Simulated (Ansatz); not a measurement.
Gas-phase electronic energies from Ansatz, PBE0-D4/def2-TZVP geometries. CCSD(T)/CBS is the MP2 limit (def2-TZVPP, def2-QZVPP) plus CCSD(T) − MP2 in def2-TZVPP, frozen cores. DFT in def2-TZVPP. One conformer a species, not always the lowest.

Consider the formal exchange of groups at a C–Si bond: `OC[SiH2][SiH2]O` + `[SiH2]1[SiH2][SiH2]1` → `OC[SiH]1[SiH2][SiH2]1` + `O[SiH2][SiH3]`.

```
                species  CAM-B3LYP energy (Eh)
      `OC[SiH2][SiH2]O`             -772.42108
 `[SiH2]1[SiH2][SiH2]1`             -872.06929
`OC[SiH]1[SiH2][SiH2]1`             -986.60324
        `O[SiH2][SiH3]`             -657.88691
```

**Question.** Work out ΔE.

**Answer.** ΔE = (-986.60324) + (-657.88691) − (-772.42108) − (-872.06929) = 0.00022 Eh = +0.01 eV. CCSD(T)/CBS gives 0.00 eV.

Largest T1 diagnostic among the species: 0.015.

Leaving LDA and LC-ωPBE aside and taking each functional with its dispersion term where it has one, the values, not all of them listed here, spread over 0.02 eV, from BLYP-D4 to ωB97X-V.
